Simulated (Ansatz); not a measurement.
`[SiH3]O[SiH]([SiH3])Cl` → `O[SiH2][SiH2][SiH2]Cl`  (isomerisation)

Isolated molecules relaxed with PBE0-D4/def2-TZVP in Ansatz; ΔE leaves out vibrations. CBS: MP2 limit from def2 TZ/QZ plus the TZ coupled-cluster correction, frozen cores. DFT in def2-TZVPP. B3LYP here is the variant with VWN-RPA as its local correlation; programs differ in this. One conformer a species, not always the lowest.

| level | ΔE (kJ/mol) | difference from CCSD(T)/CBS |
| --- | --- | --- |
| PBE-D4 | 92.1 | -25.7 |
| r2SCAN-D4 | 110.7 | -7.1 |
| PBE0-D4 | 100.4 | -17.4 |
| B3LYP-D4 | 120.5 | 2.7 |
| ωB97X-V | 116.6 | -1.2 |
| B2PLYP | 121.5 | 3.7 |
| PBE | 89.5 | -28.3 |
| r2SCAN | 109.9 | -7.9 |
| PBE0 | 98.1 | -19.7 |
| B3LYP | 116.4 | -1.4 |
| MP2/def2-TZVPP | 124.8 | 7.0 |
| SCS-MP2/def2-TZVPP | 129.2 | 11.4 |
| CCSD(T)/def2-TZVPP | 118.6 | 0.8 |
| HF/CBS(def2) | 145.5 | 27.7 |
| MP2/CBS(def2) | 124.0 | 6.2 |
| CCSD/CBS(def2) | 121.1 | 3.3 |
| CCSD(T)/CBS | 117.8 | 0 |

Largest T1 diagnostic among the species: 0.012.

In def2-TZVPP, CCSD(T) changes the Hartree–Fock value by −24.3 kJ/mol (the triples alone add −3.3 kJ/mol) and MP2 by −18.1 kJ/mol. The D4 term adds +4.1 kJ/mol with B3LYP and +2.3 kJ/mol with PBE0; it sums over pairs of atoms, weighted by their polarisabilities, and B3LYP, whose exchange is more repulsive, gets the larger term.

CCSD(T)/CBS has its own doubt, a few kJ/mol and more with outer-core shells, so smaller differences from it don't rank the levels.
